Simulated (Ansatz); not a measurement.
Ansatz (an electronic-structure program) input (B3LYP-D3(BJ)/def2-TZVP):

Ansatz 0.2 input:
```yaml
crystal:
  periodic: [false, false, false]
  atoms:
    - {symbol: F, position_ang: [-1.67834350, 0.47516465, -0.26792010]}
    - {symbol: B, position_ang: [-0.50051124, 0.13876079, -0.09755992]}
    - {symbol: O, position_ang: [0.64761509, -0.18998667, 0.06740506]}
    - {symbol: H, position_ang: [1.57052393, -0.46476267, 0.18477697]}
basis:
  gaussian:
    orbitals: def2-TZVP
hamiltonian:
  xc: b3lyp
  dispersion: d3bj
total_charge: 1
relax: {f_tol: 0.002, max_steps: 150}
```

Output:

```
Functional definition: B3LYP
integrals: 0.02 GiB planned
520 factors; their error is unknown
mean field: 0.22 GiB planned
mean field evaluation 1: about -5437.3152 eV, gradient 1.1e2 eV
mean field evaluation 2: about -5412.9869 eV, gradient 1.6e2 eV
mean field evaluation 4: about -5452.0429 eV, gradient 5.6e0 eV
mean field evaluation 8: about -5452.0907 eV, gradient 1.8e-1 eV
mean field evaluation 16: about -5452.1058 eV, gradient 2.5e-5 eV
mean field -5452.10577756 eV, -200.3611917552 hartree, gradient 2.5e-5 eV, S^2 0.000000; 0 other end points of the search recorded, 0 dependent functions left out
the calculation of the forces begins
reference -5452.10591553 eV, -200.3611968257 hartree; 11, 11 occupied and 88, 88 virtual orbitals, 520 factors
relax step   1: F+E_penalty+E_count = -5452.16332360 eV  Δ(F+E_penalty+E_count) = +0.000e0 eV  max|allowed force component| = 1.514e0 eV/Å  Δτ_max = 0.0000 Å  (28 SCF iters, accepted)
these checks for a lower state are left out or cut short: starts, cluster_reference, orbital_swaps, neighbouring_geometries, increment
integrals: 0.02 GiB planned
520 factors; their error is unknown
mean field: 0.22 GiB planned
mean field -5452.11948567 eV, -200.3616955190 hartree, gradient 2.7e-5 eV, S^2 0.000000; 0 other end points of the search recorded, 0 dependent functions left out
the calculation of the forces begins
reference -5452.11962411 eV, -200.3617006067 hartree; 11, 11 occupied and 88, 88 virtual orbitals, 520 factors
relax step   2: F+E_penalty+E_count = -5452.17691914 eV  Δ(F+E_penalty+E_count) = -1.360e-2 eV  max|allowed force component| = 2.128e-1 eV/Å  Δτ_max = 0.0106 Å  (32 SCF iters, accepted)
these checks for a lower state are left out or cut short: starts, cluster_reference, orbital_swaps, neighbouring_geometries, increment
integrals: 0.02 GiB planned
520 factors; their error is unknown
mean field: 0.22 GiB planned
mean field -5452.11984196 eV, -200.3617086124 hartree, gradient 2.7e-5 eV, S^2 0.000000; 0 other end points of the search recorded, 0 dependent functions left out
the calculation of the forces begins
reference -5452.11998050 eV, -200.3617137037 hartree; 11, 11 occupied and 88, 88 virtual orbitals, 520 factors
relax step   3: F+E_penalty+E_count = -5452.17725423 eV  Δ(F+E_penalty+E_count) = -3.351e-4 eV  max|allowed force component| = 1.325e-2 eV/Å  Δτ_max = 0.0021 Å  (32 SCF iters, accepted)
these checks for a lower state are left out or cut short: starts, cluster_reference, orbital_swaps, neighbouring_geometries, increment
integrals: 0.02 GiB planned
520 factors; their error is unknown
mean field: 0.21 GiB planned
mean field evaluation 32: about -5452.1041 eV, gradient 3.3e-1 eV
mean field -5452.11986508 eV, -200.3617094623 hartree, gradient 4.5e-6 eV, S^2 0.000000; 0 other end points of the search recorded, 0 dependent functions left out
the calculation of the forces begins
reference -5452.12000362 eV, -200.3617145534 hartree; 11, 11 occupied and 88, 88 virtual orbitals, 520 factors
relax step   4: F+E_penalty+E_count = -5452.17728044 eV  Δ(F+E_penalty+E_count) = -2.621e-5 eV  max|allowed force component| = 3.055e-2 eV/Å  Δτ_max = 0.0026 Å  (32 SCF iters, accepted)
these checks for a lower state are left out or cut short: starts, cluster_reference, orbital_swaps, neighbouring_geometries, increment
integrals: 0.02 GiB planned
520 factors; their error is unknown
mean field: 0.22 GiB planned
mean field -5452.12020211 eV, -200.3617218476 hartree, gradient 4.7e-6 eV, S^2 0.000000; 0 other end points of the search recorded, 0 dependent functions left out
the calculation of the forces begins
reference -5452.12034080 eV, -200.3617269445 hartree; 11, 11 occupied and 88, 88 virtual orbitals, 520 factors
relax step   5: F+E_penalty+E_count = -5452.17763200 eV  Δ(F+E_penalty+E_count) = -3.516e-4 eV  max|allowed force component| = 1.537e-1 eV/Å  Δτ_max = 0.0187 Å  (32 SCF iters, accepted)
these checks for a lower state are left out or cut short: starts, cluster_reference, orbital_swaps, neighbouring_geometries, increment
integrals: 0.02 GiB planned
520 factors; their error is unknown
mean field: 0.21 GiB planned
mean field -5452.12922125 eV, -200.3620532952 hartree, gradient 1.5e-5 eV, S^2 0.000000; 0 other end points of the search recorded, 0 dependent functions left out
the calculation of the forces begins
reference -5452.12936210 eV, -200.3620584711 hartree; 11, 11 occupied and 88, 88 virtual orbitals, 520 factors
relax step   6: F+E_penalty+E_count = -5452.18672189 eV  Δ(F+E_penalty+E_count) = -9.090e-3 eV  max|allowed force component| = 1.351e-1 eV/Å  Δτ_max = 0.0851 Å  (31 SCF iters, accepted)
these checks for a lower state are left out or cut short: starts, cluster_reference, orbital_swaps, neighbouring_geometries, increment
integrals: 0.02 GiB planned
520 factors; their error is unknown
mean field: 0.21 GiB planned
mean field -5452.14172233 eV, -200.3625127011 hartree, gradient 1.7e-5 eV, S^2 0.000000; 0 other end points of the search recorded, 0 dependent functions left out
the calculation of the forces begins
reference -5452.14186507 eV, -200.3625179467 hartree; 11, 11 occupied and 88, 88 virtual orbitals, 520 factors
relax step   7: F+E_penalty+E_count = -5452.19939565 eV  Δ(F+E_penalty+E_count) = -1.267e-2 eV  max|allowed force component| = 2.158e-1 eV/Å  Δτ_max = 0.0902 Å  (32 SCF iters, accepted)
these checks for a lower state are left out or cut short: starts, cluster_reference, orbital_swaps, neighbouring_geometries, increment
integrals: 0.02 GiB planned
520 factors; their error is unknown
mean field: 0.22 GiB planned
mean field evaluation 64: about -5452.1302 eV, gradient 2.6e-3 eV
mean field -5452.13018523 eV, -200.3620887205 hartree, gradient 9.8e-6 eV, S^2 0.000000; 0 other end points of the search recorded, 0 dependent functions left out
the calculation of the forces begins
reference -5452.13032961 eV, -200.3620940265 hartree; 11, 11 occupied and 88, 88 virtual orbitals, 520 factors
relax step   8: F+E_penalty+E_count = -5452.18793556 eV  Δ(F+E_penalty+E_count) = +1.146e-2 eV  max|allowed force component| = 1.028e0 eV/Å  Δτ_max = 0.0627 Å  (31 SCF iters, rejected (line search))
these checks for a lower state are left out or cut short: starts, cluster_reference, orbital_swaps, neighbouring_geometries, increment
integrals: 0.02 GiB planned
520 factors; their error is unknown
mean field: 0.21 GiB planned
mean field -5452.14420727 eV, -200.3626040210 hartree, gradient 7.5e-6 eV, S^2 0.000000; 0 other end points of the search recorded, 0 dependent functions left out
the calculation of the forces begins
reference -5452.14435077 eV, -200.3626092948 hartree; 11, 11 occupied and 88, 88 virtual orbitals, 520 factors
relax step   9: F+E_penalty+E_count = -5452.20193813 eV  Δ(F+E_penalty+E_count) = -2.542e-3 eV  max|allowed force component| = 3.813e-2 eV/Å  Δτ_max = 0.0314 Å  (32 SCF iters, accepted)
these checks for a lower state are left out or cut short: starts, cluster_reference, orbital_swaps, neighbouring_geometries, increment
integrals: 0.02 GiB planned
520 factors; their error is unknown
mean field: 0.21 GiB planned
mean field -5452.14423906 eV, -200.3626051895 hartree, gradient 7.8e-6 eV, S^2 0.000000; 0 other end points of the search recorded, 0 dependent functions left out
the calculation of the forces begins
reference -5452.14438263 eV, -200.3626104654 hartree; 11, 11 occupied and 88, 88 virtual orbitals, 520 factors
relax step  10: F+E_penalty+E_count = -5452.20197934 eV  Δ(F+E_penalty+E_count) = -4.121e-5 eV  max|allowed force component| = 1.640e-3 eV/Å  Δτ_max = 0.0039 Å  (32 SCF iters, accepted)
integrals: 0.02 GiB planned
520 factors; their error is unknown
mean field: 0.21 GiB planned
mean field evaluation 96: about -5452.1442 eV, gradient 2.8e-5 eV
mean field -5452.14423906 eV, -200.3626051895 hartree, gradient 4.7e-5 eV, S^2 0.000000; 1 other end points of the search recorded, 0 dependent functions left out
the calculation of the forces begins
reference -5452.14438263 eV, -200.3626104654 hartree; 11, 11 occupied and 88, 88 virtual orbitals, 520 factors
Total energy: -5452.20212291 eV, -200.3647323815 hartree
Atom 0 at    -1.665739     0.424982    -0.333443 Å, force    -0.000443     0.000030    -0.000204 eV/Å
Atom 1 at    -0.484253     0.147643    -0.075624 Å, force     0.001640    -0.000402     0.000334 eV/Å
Atom 2 at     0.686377    -0.069573     0.263041 Å, force    -0.000965     0.000560     0.000271 eV/Å
Atom 3 at     1.502900    -0.543876     0.032728 Å, force    -0.000232    -0.000188    -0.000401 eV/Å
Dipole moment:     0.569075    -0.268717    -0.071127 e Å
```

It need not be the lowest isomer of its formula.
